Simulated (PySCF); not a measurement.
## Molecular orbitals of GaBi

UHF at R = 2.868 Å; basis Ga cc-pVDZ-PP with ECP10, Bi cc-pVDZ-PP with ECP60; scalar-relativistic core potentials; PySCF 2.14. State: ³Σ⁻ (triplet), unpaired electrons π ↑↑. Only the outer orbitals are listed, counted within each symmetry, core potentials removing the inner ones.

| spin | orbital | occ. | ε (eV) | on Ga (%) | main shells (%) |
| --- | --- | --- | --- | --- | --- |
| α | 7σ | 1 | -20.35 | 5 | 94 Bi s |
| α | 8σ | 1 | -12.41 | 81 | 80 Ga s, 15 Bi p |
| α | 5π | 1 | -8.12 | 5 | 95 Bi p |
| α | 5π | 1 | -8.12 | 5 | 95 Bi p |
| α | 9σ | 1 | -6.99 | 39 | 60 Bi p, 25 Ga p, 13 Ga s |
| α | 6π | 0 | 0.80 | 95 | 96 Ga p |
| α | 6π | 0 | 0.80 | 95 | 96 Ga p |
| α | 10σ | 0 | 2.64 | 85 | 87 Ga p, 21 Bi p |
| β | 7σ | 1 | -16.90 | 14 | 85 Bi s, 10 Ga s |
| β | 8σ | 1 | -12.15 | 80 | 80 Ga s, 10 Bi s, 10 Bi p |
| β | 9σ | 1 | -6.39 | 50 | 48 Bi p, 43 Ga p |
| β | 5π | 0 | 0.13 | 65 | 65 Ga p, 35 Bi p |
| β | 5π | 0 | 0.13 | 65 | 65 Ga p, 35 Bi p |
| β | 6π | 0 | 1.98 | 36 | 64 Bi p, 36 Ga p |

Problem. Which are the highest filled and the lowest empty level, where do they sit, and how wide is the gap?

Solution. Highest filled β 9σ at -6.39 eV (in %: 48 Bi p, 43 Ga p); lowest empty β 5π at 0.13 eV (in %: 65 Ga p, 35 Bi p); the gap at UHF is 6.52 eV. An empty level above zero is unbound, and its energy depends on the basis.

| Quantity | Value |
| --- | --- |
| bond order (Mayer) | 1.03 |
| ⟨S²⟩ | 2.036 |
| charge on Ga (Mulliken, basis-dependent) | 0.20 |
| charge on Ga (Löwdin, basis-dependent) | 0.09 |
| dipole moment (positive dipole means Ga(−)Bi(+)) | -1.56 D |
| polarisability along the bond | 151.0 bohr³ |
| polarisability across the bond | 56.4 bohr³ |

Spin–orbit coupling is left out, which matters for elements this heavy, above all for dissociation energies. The state was picked by a PBE0 search and need not be the measured ground state.
